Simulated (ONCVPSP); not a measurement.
nitrogen (N): variants of one ONCV potential

Base potential:

ONCVPSP 4.0.1 input, shortened (lines: element, Z, core and valence counts, functional; n l f; lmax; l rc ep ncon nbas qcut; lloc lpopt rc5 dvloc0; l nproj debl; icmod fcfact rcfact), LDA (Perdew-Wang 92), scalar-relativistic:

```
  N 7.00    1    2  -001012      upf
    1    0    2.00
    2    0    2.00
    2    1    2.75
    1
    0    0.75    0.00    5    8    8.90
    1    1.30    0.00    4    8   12.80
    0    5    0.75    0.00
    0    0    1.30
    1    2    1.90
    1    0.35    0.00
```

All-electron outer shells of the reference configuration (LDA (PZ), scalar-relativistic, ld1.x):

```json
{"shell": "1s", "level (eV)": "-385.23", "outermost node (bohr)": "–", "outermost maximum (bohr)": "0.15"}
{"shell": "2s", "level (eV)": "-21.57", "outermost node (bohr)": "0.32", "outermost maximum (bohr)": "1.02"}
{"shell": "2p", "level (eV)": "-10.29", "outermost node (bohr)": "–", "outermost maximum (bohr)": "0.96"}
```

Cutoffs, loose and tight: the cutoffs (Ha) at which the residual kinetic energy of the hardest occupied pseudo-wave falls to 1 and 0.1 mHa per electron. They do not see the model core or the augmentation charge, which bear on the density cutoff. Test errors are all-electron minus pseudo excitation energies from the reference, over the configurations 2s2 2p3; 2s2 2p2; 2s2 2p1; 2s1 2p3. A dash means not determined; rows that change the core or the reference have their own tests.

| change | outcome | cutoff, loose | cutoff, tight | bound ghosts | GHOST(+) flags above zero | largest test error (meV) |
| --- | --- | --- | --- | --- | --- | --- |
| base | generated | 228 Ha | 290 Ha | none | none | +33 |
| reference 2s1.75 2p3.25 | generated | 227 Ha | 289 Ha | none | none | +41 |
| s: qcut 13.1 | generated | 83 Ha | 259 Ha | none | none | +37 |
| s: qcut 7.4 | generated | 229 Ha | 290 Ha | none | none | +33 |
| p: rc 1.1 | generated | 228 Ha | 290 Ha | none | none | +18 |
| core correction polynomial model core, fcfact 0.82 | generated | 228 Ha | 290 Ha | none | none | +32 |
| p: nbas 7 | generated | 228 Ha | 290 Ha | none | none | +33 |

(1) What comes out with this change to the base: s: ncon 3, nbas 6?

(2) What comes out with this change to the base: s: qcut 13; p: qcut 18.7?

Results:

(1) outcome: generated; cutoff, loose: 41 Ha; cutoff, tight: 52 Ha; bound ghosts: none; GHOST(+) flags above zero: none; largest test error (meV): +27.

(2) outcome: generated; cutoff, loose: 83 Ha; cutoff, tight: 259 Ha; bound ghosts: none; GHOST(+) flags above zero: p; largest test error (meV): -25.
